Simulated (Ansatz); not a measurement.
`CO[SiH](Cl)SC`, relaxed with RKS PBE0-D4/def2-TZVP in Ansatz 0.2.0 from a GFN2-xTB geometry. The force threshold is 0.005 eV/Å; the program also tests the step.

The species carries charge 0 and has multiplicity 1.

Start:

```xyz
13

C    -1.906    1.372    1.152
O    -1.748    0.540    0.037
Si   -0.586   -0.525   -0.289
Cl   -0.871   -0.967   -2.217
S     1.324    0.386    0.064
C     2.421   -0.799   -0.777
H    -0.963    1.854    1.411
H    -2.258    0.790    2.006
H    -2.648    2.128    0.896
H    -0.679   -1.731    0.522
H     2.084   -0.939   -1.800
H     3.416   -0.368   -0.762
H     2.413   -1.742   -0.242
```

```
step  energy (eV)  largest force (eV/Å)  largest move (Å)
   1  -35460.9685                 0.909             0.000
   2  -35461.0395                 0.241             0.091
   3  -35461.0469                 0.108             0.069
   4  -35461.0519                 0.137             0.075
   5  -35461.0567                 0.149             0.078
   6  -35461.0595                 0.107             0.050
   7  -35461.0615                 0.092             0.082
   8  -35461.0634                 0.073             0.055
   9  -35461.0651                 0.086             0.071
  10  -35461.0670                 0.060             0.050
  11  -35461.0675                 0.112             0.055
  12  -35461.0680                 0.060             0.013
  13  -35461.0682                 0.057             0.022
  14  -35461.0685                 0.007             0.014
  15  -35461.0686                 0.004             0.016
  16  -35461.0687                 0.032             0.046
  17  -35461.0688                 0.015             0.004
  18  -35461.0688                 0.002             0.007
  19  -35461.0688                 0.003             0.015
  20  -35461.0688                 0.006             0.017
  21  -35461.0688                 0.004             0.003
```

End:

```xyz
13

C    -1.857    1.311    1.199
O    -1.743    0.697   -0.070
Si   -0.571   -0.351   -0.476
Cl   -1.025   -1.038   -2.348
S     1.300    0.625   -0.419
C     2.360   -0.827   -0.687
H    -1.026    1.999    1.381
H    -1.881    0.567    2.002
H    -2.791    1.872    1.215
H    -0.535   -1.539    0.412
H     2.262   -1.190   -1.709
H     3.385   -0.502   -0.518
H     2.121   -1.624    0.018
```

Run time 59 s (2 threads of an AMD EPYC 7R13 on a shared host and a share of an NVIDIA H100 80 GB); peak host memory 0.89 GiB.
